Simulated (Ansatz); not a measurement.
Ansatz (a first-principles code) input (PBE0/def2-TZVP):

Ansatz 0.2 input:
```yaml
crystal:
  periodic: [false, false, false]
  atoms:
    - {symbol: Sb, position_ang: [0.00343563, -0.00004988, 0.25533134]}
    - {symbol: F, position_ang: [-1.37945032, -1.00852517, -0.46401559]}
    - {symbol: F, position_ang: [-0.19341695, 1.69352816, -0.47944651]}
    - {symbol: F, position_ang: [1.55339872, -0.68472034, -0.50341548]}
basis:
  gaussian:
    orbitals: def2-TZVP
hamiltonian:
  xc: {name: PBE0}
total_charge: 1
magnetization: {spin_polarized: true, initial_magnetization: 1}
```

End of the output:

```
integrals: 0.05 GiB planned
909 factors; their error is unknown
mean field: 0.68 GiB planned
mean field evaluation 1: about -14657.9380 eV, gradient 7.6e1 eV
mean field evaluation 2: about -14589.6030 eV, gradient 1.6e2 eV
mean field evaluation 4: about -14675.1014 eV, gradient 3.7e0 eV
mean field evaluation 8: about -14675.1388 eV, gradient 2.2e-1 eV
mean field evaluation 16: about -14675.3412 eV, gradient 5.4e-4 eV
mean field -14675.34123462 eV, -539.3088430687 hartree, gradient 8.6e-5 eV, S^2 0.756730; 0 other end points of the search recorded, 0 dependent functions left out
reference -14675.34125229 eV, -539.3088437182 hartree; 25, 24 occupied and 118, 119 virtual orbitals, 909 factors
Total energy: -14675.34125229 eV, -539.3088437182 hartree
```
